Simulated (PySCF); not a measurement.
C2H5FOSi2, SMILES FC1=CO[SiH2][SiH2]1.

Geometry optimised at PBE0-D3(BJ)/def2-SVP. The structure was generated by enumeration, and PubChem lists no compound with its InChIKey, so it may never have been made.

These are SMD-M06-2X/def2-SVP in PySCF values and carry that method's errors.

Solvation free energies are E(SMD) − E(gas) at the gas-phase geometry, for 1 M in both phases. In vacuum the dipole moment is 1.83 D.

Computed solvation free energies in water, diethylether, 2-propanol:
```json
[
 {"solvent": "water", "ΔG(solv) (kcal/mol)": "1.1", "its non-electrostatic (CDS) part": "4.8", "dipole (D)": "2.29"},
 {"solvent": "diethylether", "ΔG(solv) (kcal/mol)": "-2.3", "its non-electrostatic (CDS) part": "-0.3", "dipole (D)": "2.13"},
 {"solvent": "2-propanol", "ΔG(solv) (kcal/mol)": "-2.1", "its non-electrostatic (CDS) part": "1.1", "dipole (D)": "2.25"}
]
```
